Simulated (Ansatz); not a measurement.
Reaction (formal exchange of groups at the Si–O bond): disiloxane + `C[CH2][AlH2]` → `C[CH2][AlH][SiH3]` + silanol

Isolated molecules relaxed with PBE0-D4/def2-TZVP in Ansatz; ΔE leaves out vibrations. CCSD(T)/CBS adds triple-zeta CCSD(T) − MP2 to the extrapolated MP2 energy (def2 sets, frozen cores). DFT in def2-TZVPP. Each species was taken in one conformer, which may not be the lowest.

CCSD(T)/CBS gives +95.4 kJ/mol.

(1) Another level gave +94.1 kJ/mol. Which?
A. PBE-D4/def2-TZVPP
B. CCSD(T)/def2-TZVPP
C. CCSD/def2-TZVPP
D. PBE0-D4/def2-TZVPP

Largest T1 diagnostic among the species: 0.011.

## Answers

(1) B. CCSD(T)/def2-TZVPP 94.1, CCSD/def2-TZVPP 98.3, PBE-D4 68.0, PBE0-D4 77.1 kJ/mol.

In def2-TZVPP, CCSD(T) changes the Hartree–Fock value by −31.7 kJ/mol (the triples alone add −4.2 kJ/mol) and MP2 by −22.6 kJ/mol. From PBE to PBE0 (25 % exact exchange), in def2-TZVPP and without D4, ΔE moves by +9.3 kJ/mol.
